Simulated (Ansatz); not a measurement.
**What each rung costs, and what it gives**

The pair of HCl (SMILES Cl, atoms 1–2) and H₂Te (SMILES [TeH2], atoms 3–5), both closed shells, in one local arrangement (a lower one may exist), relaxed at PBE0-D4/def2-TZVP:

Cl1  (0.235, 0.770, -2.568)
H2  (0.345, 0.306, -1.360)
Te3  (0.511, -0.644, 1.142)
H4  (-1.037, -1.222, 1.037)
H5  (-0.054, 0.789, 1.750)
(Å)

Interaction energies are counterpoise-corrected; the time is that of the whole pair.

Program: Ansatz 0.2.0. Basis: as named in each row. Cores are frozen in the correlated methods. Filled d shells of the heavier atoms are correlated. Core potentials replace the inner electrons of the atoms past krypton. The def2 sets are not built for correlating such inner shells, so the correlated values are less sure here. B3LYP uses VWN-RPA correlation. Extrapolation: Hartree–Fock as exp(−7.88 √X), correlation as X^−2.97.

Times are rough, for one single point on 2 threads of a shared host (Arm Neoverse V2).

The estimate by CCSD(T) at an estimated basis limit (MP2 extrapolated from triple and quadruple zeta, plus CCSD(T) − MP2 in triple zeta) is -12.1 kJ/mol.

| method | basis | time (s) | interaction energy (kJ/mol) | method less estimate |
| --- | --- | --- | --- | --- |
| SPW92 | def2-SVP | under 1 | -24.5 | -12.4 |
| PBE-D4 | def2-SVP | under 1 | -18.4 | -6.3 |
| PBE0-D4 | def2-SVP | under 1 | -16.3 | -4.2 |
| CCSD(T) | def2-SVP | under 1 | -2.3 | 9.8 |
| PBE-D4 | def2-TZVPPD | 1 | -19.9 | -7.8 |
| revPBE-D4 | def2-TZVPPD | 1 | -17.6 | -5.5 |
| BLYP-D4 | def2-TZVPPD | 2 | -16.9 | -4.8 |
| PBE0-D4 | def2-TZVPPD | 2 | -17.3 | -5.3 |
| HSE06-D4 | def2-TZVPPD | 2 | -17.5 | -5.5 |
| B3LYP-D4 | def2-TZVPPD | 2 | -15.8 | -3.7 |
| r2SCAN-D4 | def2-TZVPPD | 2 | -15.6 | -3.6 |
| wB97M-V | def2-SVP | 3 | -11.3 | 0.8 |
| B2PLYP | def2-TZVPPD | 3 | -10.3 | 1.8 |
| wB97X-V | def2-TZVPPD | 5 | -12.5 | -0.4 |
| MP2 | def2-QZVPPD | 6 | -13.8 | -1.8 |
| B97M-V | def2-TZVPPD | 6 | -14.0 | -2.0 |
| wB97M-V | def2-TZVPPD | 6 | -12.1 | 0.0 |
| CCSD(T) | def2-TZVPPD | 28 | -9.7 | 2.4 |

T1 diagnostic: at most 0.011.
